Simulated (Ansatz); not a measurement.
def2 core potentials replace the inner electrons of Sn.

Species: C₄H₉F₃O₃Sn, SMILES `C[O][Sn]([O]C)([O]C)[C](F)(F)F` (charge 0, multiplicity 1).

Task: Give a relaxed geometry from PBE0-D3(BJ)/def2-SVP in Ansatz (an electronic-structure program).

Result: One answer among several that fit: the end point of this relaxation, one of several conformers (outside a Z-matrix the atoms follow the SMILES, hydrogens last).
Cartesian coordinates (Å) in one orientation:
```xyz
20

C      2.552     1.039     0.877
O      1.609     1.220    -0.152
Sn     0.151    -0.066    -0.437
O     -0.323    -0.675     1.382
C     -1.429    -1.510     1.612
O     -1.328     0.892    -1.305
C     -1.762     2.137    -0.814
C      0.658    -1.784    -1.719
F      0.894    -1.427    -2.977
F      1.751    -2.392    -1.250
F     -0.335    -2.677    -1.720
H      3.109     1.982     0.996
H      3.284     0.246     0.639
H      2.085     0.794     1.848
H     -1.470    -1.740     2.689
H     -2.388    -1.033     1.335
H     -1.363    -2.472     1.069
H     -0.937     2.865    -0.709
H     -2.267     2.051     0.166
H     -2.489     2.551    -1.531
```
